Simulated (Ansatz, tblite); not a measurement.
Cost and result up the ladder for the cluster Ca₂Si₂⁺ (4 atoms). Total charge 1; doublet. Geometry: r2SCAN-D4/def2-TZVP.

Cartesian coordinates in Å:
```
Ca -0.203 0.035 -2.494
Ca 0.191 -0.017 2.495
Si 0.931 0.615 -0.067
Si -0.918 -0.634 0.066
```

Ansatz on 4 threads of Arm Neoverse V1 on a shared host; xTB runs through tblite on one thread. Times are rough, summed over both states, and most runs start from the orbitals of an earlier one. B2PLYP/def2-TZVP serves as the yardstick here, not as an exact answer. Differences are given only for rows in sets of like size (and for xTB, whose basis is part of the method), since another set adds its own error. The other state is a quartet at its own geometry.

The 6-31G sets use Cartesian d functions. The xTB rows come from tblite. B3LYP takes the VWN-RPA correlation. Correlated methods freeze 20 core orbitals; core or outer-core shells of Ca are correlated, in sets that lack core-valence functions. In CCSD on the charge 1 quartet the largest single amplitude is 0.40, so its Hartree–Fock determinant may place the open shell otherwise than the density functionals do. The structure comes from a short search, and lower isomers may exist.

Run but left out: HF/6-31G, HF/def2-TZVP, HF/def2-TZVPP (quartet: a determinant that CCSD turns far, T1 0.068); MP2/def2-TZVP, MP2/def2-TZVPP (quartet: ⟨S²⟩ 3.94, where a pure state has 3.75).

Correlated methods converge slowly with the basis.

xTB has no spin-polarisation term.

```tsv
level	functions	wall time
GFN1-xTB	36	0.008 s
GFN2-xTB	36	0.022 s
B3LYP-D4/6-31G	84	5.7 s
PBE-D4/def2-TZVP	146	6.6 s
BLYP-D4/def2-TZVP	146	8.1 s
RPA@PBE/def2-TZVP	146	9.3 s
PBE0-D4/def2-TZVP (with forces)	146	13 s
B2PLYP/def2-TZVP	146	17 s
r2SCAN-D4/def2-TZVP	146	19 s
r2SCAN0-D4/def2-TZVP	146	21 s
r2SCANh-D4/def2-TZVP	146	23 s
B97M-V/def2-TZVP	146	28 s
CCSD(T)/def2-TZVPP	156	1.8 min
```

Question: Estimate what each level gives for the quartet − doublet (eV).

Answer: 
```json
{"level": "GFN1-xTB", "quartet − doublet (eV)": "1.16", "difference from B2PLYP/def2-TZVP (eV)": "-0.02", "remarks": "–"}
{"level": "GFN2-xTB", "quartet − doublet (eV)": "1.14", "difference from B2PLYP/def2-TZVP (eV)": "-0.05", "remarks": "–"}
{"level": "B3LYP-D4/6-31G", "quartet − doublet (eV)": "1.28", "difference from B2PLYP/def2-TZVP (eV)": "–", "remarks": "–"}
{"level": "PBE-D4/def2-TZVP", "quartet − doublet (eV)": "1.32", "difference from B2PLYP/def2-TZVP (eV)": "0.14", "remarks": "–"}
{"level": "BLYP-D4/def2-TZVP", "quartet − doublet (eV)": "1.19", "difference from B2PLYP/def2-TZVP (eV)": "0.01", "remarks": "–"}
{"level": "RPA@PBE/def2-TZVP", "quartet − doublet (eV)": "0.69", "difference from B2PLYP/def2-TZVP (eV)": "-0.49", "remarks": "–"}
{"level": "PBE0-D4/def2-TZVP (with forces)", "quartet − doublet (eV)": "1.32", "difference from B2PLYP/def2-TZVP (eV)": "0.14", "remarks": "–"}
{"level": "B2PLYP/def2-TZVP", "quartet − doublet (eV)": "1.18", "difference from B2PLYP/def2-TZVP (eV)": "0.00", "remarks": "–"}
{"level": "r2SCAN-D4/def2-TZVP", "quartet − doublet (eV)": "1.37", "difference from B2PLYP/def2-TZVP (eV)": "0.19", "remarks": "–"}
{"level": "r2SCAN0-D4/def2-TZVP", "quartet − doublet (eV)": "1.32", "difference from B2PLYP/def2-TZVP (eV)": "0.14", "remarks": "–"}
{"level": "r2SCANh-D4/def2-TZVP", "quartet − doublet (eV)": "1.35", "difference from B2PLYP/def2-TZVP (eV)": "0.17", "remarks": "–"}
{"level": "B97M-V/def2-TZVP", "quartet − doublet (eV)": "1.19", "difference from B2PLYP/def2-TZVP (eV)": "0.01", "remarks": "–"}
{"level": "CCSD(T)/def2-TZVPP", "quartet − doublet (eV)": "1.13", "difference from B2PLYP/def2-TZVP (eV)": "-0.06", "remarks": "large T1 (0.068) (quartet), spin-contaminated (⟨S²⟩ 0.84) (doublet), spin-contaminated (⟨S²⟩ 3.94) (quartet)"}
```
